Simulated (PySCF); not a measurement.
**Fractional electron number in Sn²⁺ (tin, charge +2)**

The 5s beta orbital of [Kr] 4d10 5s2 is emptied in steps (occupation f), with all orbitals relaxed, ending at [Kr] 4d10 5s1. Computed with PySCF 2.14 in aug-cc-pVTZ-PP with ECP28MDF (6s5p4d2f, 55 functions), with a scalar-relativistic core potential. The exact energy is a straight line in f; departures are measured from the line between the end points of the same method.

| f | UHF (eV) | LDA (eV) | PBE (eV) | PBE0 (eV) | r2SCAN (eV) | LC-wPBE (eV) | BHandHLYP (eV) | wB97X (eV) | B3LYP (eV) | BLYP (eV) |
| --- | --- | --- | --- | --- | --- | --- | --- | --- | --- | --- |
| 1 | 0.000 | 0.000 | 0.000 | 0.000 | 0.000 | 0.000 | 0.000 | 0.000 | 0.000 | 0.000 |
| 0.8 | 0.040 | -0.746 | -0.742 | -0.539 | -0.650 | -0.086 | -0.370 | -0.159 | -0.599 | -0.758 |
| 0.6 | 0.058 | -1.119 | -1.116 | -0.810 | -0.972 | -0.131 | -0.558 | -0.230 | -0.901 | -1.141 |
| 0.4 | 0.057 | -1.119 | -1.119 | -0.811 | -0.964 | -0.135 | -0.563 | -0.217 | -0.905 | -1.145 |
| 0.2 | 0.037 | -0.745 | -0.748 | -0.541 | -0.640 | -0.094 | -0.381 | -0.129 | -0.607 | -0.768 |
| 0 | 0.000 | 0.000 | 0.000 | 0.000 | 0.000 | 0.000 | 0.000 | 0.000 | 0.000 | 0.000 |

```
   method  E(f=0) − E(f=1) (eV)  −ε at f=1 (eV)  −ε at f=0.4 (eV)
      UHF                28.537          28.789            28.484
      LDA                31.280          26.621            32.216
      PBE                30.791          26.171            31.708
     PBE0                30.421          27.060            31.092
   r2SCAN                30.455          26.379            31.286
  LC-wPBE                30.265          29.725            30.351
BHandHLYP                30.275          27.979            30.714
    wB97X                30.557          29.540            30.822
    B3LYP                30.830          27.098            31.563
     BLYP                30.940          26.221            31.867
```

Orbital energy along the path (eV):

```
  f      UHF      LDA      PBE     PBE0   r2SCAN  LC-wPBE  BHandHLYP    wB97X    B3LYP     BLYP
  1  -28.789  -26.621  -26.171  -27.060  -26.379  -29.725    -27.979  -29.540  -27.098  -26.221
0.8  -28.681  -28.480  -27.999  -28.396  -28.024  -29.938    -28.878  -29.982  -28.575  -28.086
0.6  -28.580  -30.347  -29.843  -29.740  -29.676  -30.141    -29.788  -30.418  -30.062  -29.967
0.4  -28.484  -32.216  -31.708  -31.092  -31.286  -30.351    -30.714  -30.822  -31.563  -31.867
0.2  -28.393  -34.079  -33.592  -32.453  -32.870  -30.598    -31.672  -31.155  -33.086  -33.796
  0  -28.307  -35.930  -35.448  -33.773  -34.422  -30.869    -32.702  -31.055  -34.651  -35.771
```

As f goes to zero the orbital energy of a semilocal functional can turn back, because the density of that orbital vanishes from the exchange-correlation potential.

Reference removal energy between the ground levels: 30.506 eV (measured; NIST Atomic Spectra Database, ionization energies). UHF lacks correlation.
